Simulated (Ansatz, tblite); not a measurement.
Cost and result up the ladder for TeOF₂ (4 atoms). Charge 0, multiplicity 1. Geometry: PBE0-D4/def2-TZVP.

```xyz
4

Te   -0.138   -0.578    0.299
O     1.413   -0.659   -0.515
F    -0.026    1.054    1.229
F    -1.249    0.183   -1.014
```

Ansatz on 4 threads of Arm Neoverse V2 on a shared host; xTB runs through tblite on one thread. Times are rough, summed over both states, and most runs start from the orbitals of an earlier one. PBE0-D4/def2-TZVP serves as the yardstick here, not as an exact answer. The other state is a doublet.

In the def2 sets Te takes a core potential; there is no spin–orbit coupling. The xTB rows come from tblite. Correlated methods freeze 7 core orbitals; core or outer-core shells of Te are correlated, in sets that lack core-valence functions.

Raw xTB energies of ions are shifted by several eV.

| level | functions | wall time |
| --- | --- | --- |
| GFN2-xTB | 21 | 0.004 s |
| GFN1-xTB | 21 | 0.005 s |
| PBE-D4/def2-TZVP | 143 | 2.9 s |
| PBE0-D4/def2-TZVP (with forces) | 143 | 6 s |
| r2SCAN-D4/def2-TZVP | 143 | 6.1 s |
| CCSD(T)/def2-TZVPP | 143 | 2.6 min |

Question: Estimate what each level gives for the vertical IE (eV).

Answer: 
```json
{"level": "GFN2-xTB", "vertical IE (eV)": "18.18", "difference from PBE0-D4/def2-TZVP (eV)": "6.80", "remarks": "–"}
{"level": "GFN1-xTB", "vertical IE (eV)": "19.53", "difference from PBE0-D4/def2-TZVP (eV)": "8.15", "remarks": "–"}
{"level": "PBE-D4/def2-TZVP", "vertical IE (eV)": "11.37", "difference from PBE0-D4/def2-TZVP (eV)": "-0.01", "remarks": "–"}
{"level": "PBE0-D4/def2-TZVP (with forces)", "vertical IE (eV)": "11.38", "difference from PBE0-D4/def2-TZVP (eV)": "0.00", "remarks": "–"}
{"level": "r2SCAN-D4/def2-TZVP", "vertical IE (eV)": "11.36", "difference from PBE0-D4/def2-TZVP (eV)": "-0.01", "remarks": "–"}
{"level": "CCSD(T)/def2-TZVPP", "vertical IE (eV)": "11.48", "difference from PBE0-D4/def2-TZVP (eV)": "0.11", "remarks": "large T1 (singlet)"}
```
